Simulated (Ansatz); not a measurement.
One change: `C#CC(=C)C` becomes `C=[C](C)[GeH2][F]`.

Ansatz, PBE0-D4/def2-TZVP geometries, multiplicity 1. Each molecule was computed in one conformer, which needn't be the lowest.

Scalar relativity is left out up to krypton.

```json
{"property": "LUMO energy (PBE/def2-TZVPP) / eV", "`C#CC(=C)C`": "-1.69"}
{"property": "size of the dipole moment (PBE/def2-TZVPP) / D", "`C#CC(=C)C`": "0.56"}
{"property": "HOMO energy (PBE0/def2-TZVPP) / eV", "`C#CC(=C)C`": "-7.00"}
{"property": "HOMO–LUMO gap (PBE0/def2-TZVPP) / eV", "`C#CC(=C)C`": "6.25"}
{"property": "HOMO energy (PBE/def2-TZVPP) / eV", "`C#CC(=C)C`": "-5.96"}
{"property": "LUMO energy (B3LYP/def2-TZVPP) / eV", "`C#CC(=C)C`": "-0.96"}
```

**Question.** Give the same properties after the change, and the shifts. (Best estimate.)

**Answer.** The calculation gave: 
```tsv
property	`C=[C](C)[GeH2][F]`	shift
LUMO energy (PBE/def2-TZVPP) / eV	-1.27	0.42
size of the dipole moment (PBE/def2-TZVPP) / D	2.49	1.93
HOMO energy (PBE0/def2-TZVPP) / eV	-7.78	-0.78
HOMO–LUMO gap (PBE0/def2-TZVPP) / eV	7.50	1.25
HOMO energy (PBE/def2-TZVPP) / eV	-6.66	-0.70
LUMO energy (B3LYP/def2-TZVPP) / eV	-0.51	0.45
```

With PBE0 the HOMO falls by 0.78 eV and the LUMO rises by 0.47 eV, so the gap widens by about 1.25 eV. PBE moves the HOMO by -0.70 eV and ωB97M-V by -0.89 eV. Dipoles are sizes alone; their direction can turn.

B3LYP here is the variant with VWN-RPA as its local correlation; programs differ in this.
